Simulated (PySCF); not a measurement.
# Bond curve of AsN⁺

Set-up: basis As aug-pcseg-1, N aug-pcseg-1; no relativity; PySCF 2.14. Energies in eV from As⁺ + N in their ground configurations at the same level. State: ²Π (doublet), unpaired electrons π ↑.

All columns are PBE0. A positive dipole points towards N; it is taken about the centre of mass and depends on that origin.

| R (Å) | E (eV) | μ (D) | Mulliken charge on As (basis-dependent) | HOMO (eV) | LUMO (eV) | Mayer bond order | ⟨S²⟩ |
| --- | --- | --- | --- | --- | --- | --- | --- |
| 1.468 | -1.447 | -1.62 | 1.43 | -16.97 | -14.86 | 1.86 | 0.75 |
| 1.536 | -2.377 | -1.67 | 1.42 | -16.93 | -14.49 | 1.89 | 0.76 |
| 1.605 | -2.883 | -1.70 | 1.41 | -16.88 | -14.15 | 1.91 | 0.76 |
| 1.656 | -3.058 | -1.72 | 1.41 | -16.72 | -13.92 | 1.93 | 0.76 |
| 1.707 | -3.103 | -1.72 | 1.40 | -16.41 | -13.71 | 1.94 | 0.78 |
| 1.758 | -3.054 | -1.69 | 1.38 | -16.10 | -13.52 | 1.90 | 0.83 |
| 1.827 | -2.899 | -1.59 | 1.35 | -15.75 | -13.32 | 1.76 | 0.98 |
| 1.912 | -2.639 | -1.45 | 1.30 | -15.48 | -13.10 | 1.56 | 1.19 |
| 2.014 | -2.286 | -1.33 | 1.25 | -15.28 | -12.90 | 1.38 | 1.38 |
| 2.151 | -1.804 | -1.22 | 1.17 | -15.15 | -12.73 | 1.21 | 1.57 |

A fit through these points gives, at Re = 1.703 Å, μ = -1.72 D and dμ/dR = 0.152 D/Å; the reduced mass is 11.8 u.

Problem. How strong is the fundamental in the double-harmonic approximation, I = 42.26·(dμ/dR)²/μred km/mol?

Solution. I = 42.26·(0.152)²/11.8 = 0.0827 km/mol at PBE0.

⟨S²⟩ of the unrestricted solution departs from its pure value on part of the curve, where spin states mix. Spin–orbit coupling is left out. For an ion De counts to the pair picked by the measured ionisation energies or electron affinities, which need not be the lowest pair at this level. The state was picked by a PBE0 search and need not be the measured ground state.
